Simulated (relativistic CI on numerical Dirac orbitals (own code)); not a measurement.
# Ta5+: N6,7 absorption edge

Computed with this model: Dirac-Coulomb-Breit CI, separate exchange-only KLI orbitals for each configuration, model QED (radiative potential, 1s self-energy scaled to tabulated hydrogen-like ionisation energies), valence Slater integrals scaled by 0.7, multiplet model of core-to-valence dipole absorption; configurations [Xe] 4f14 → [Xe] 4f13 5d; 10 K; Lorentzian 0.3 eV and Gaussian 0.3 eV FWHM. Energies are those of the free ion, without screening or charge transfer. The branching ratio is the share of the lower-energy edge in the whole absorption, uncertain by about 0.02 where the edges overlap. S is read from ⟨S²⟩ = S(S + 1).

Field parameters in Wybourne normalisation: D4h B²₀ = −7Ds, B⁴₀ = 21(Dq − Dt), B⁴₄ = 21√(5/14) Dq. The field is a parameter set, without covalency.

free ion: ground-state S = 0.00, centroid 30.41 eV. Peaks (eV, height): 28.1 (6), 30.5 (100).

D4h, 10Dq = 42150, Ds = -1500, Dt = -40 cm⁻¹: ground-state S = 0.00, centroid 30.41 eV. Peaks (eV, height): 25.8 (18), 26.6 (12), 28.0 (100), 31.0 (53), 31.7 (41), 32.9 (70), 33.6 (79).

D4h, 10Dq = 42150, Ds = -860, Dt = -40 cm⁻¹: ground-state S = 0.00, centroid 30.41 eV. Peaks (eV, height): 25.6 (17), 26.5 (11), 27.9 (100), 31.2 (50), 33.4 (77).

D4h, 10Dq = 42150, Ds = -210, Dt = -40 cm⁻¹: ground-state S = 0.00, centroid 30.41 eV. Peaks (eV, height): 25.6 (18), 26.5 (10), 27.9 (100), 31.4 (64), 33.3 (95).

D4h, 10Dq = 42150, Ds = 1070, Dt = -40 cm⁻¹: ground-state S = 0.00, centroid 30.41 eV. Peaks (eV, height): 25.6 (18), 26.6 (11), 27.9 (100), 31.2 (49), 33.0 (64), 33.4 (84).

D4h, 10Dq = 42150, Ds = 1710, Dt = -40 cm⁻¹: ground-state S = 0.00, centroid 30.41 eV. Peaks (eV, height): 25.4 (18), 25.8 (17), 26.7 (11), 27.8 (100), 31.0 (52), 31.7 (41), 32.8 (78), 33.6 (83).

Strongest unbroadened transitions for D4h, 10Dq = 42150, Ds = -860, Dt = -40 cm⁻¹:

| Energy (eV) | Relative strength |
| --- | --- |
| 26.55 | 15.6 |
| 27.49 | 15.9 |
| 27.72 | 16.0 |
| 27.76 | 30.1 |
| 27.89 | 100.0 |
| 27.94 | 22.3 |
| 27.96 | 71.6 |
| 28.36 | 14.5 |
| 31.19 | 79.4 |
| 31.54 | 28.7 |
| 31.61 | 30.1 |
| 31.63 | 15.3 |
| 32.82 | 45.4 |
| 33.07 | 54.5 |
| 33.11 | 23.9 |
| 33.24 | 20.1 |
| 33.47 | 63.3 |
| 33.49 | 76.6 |
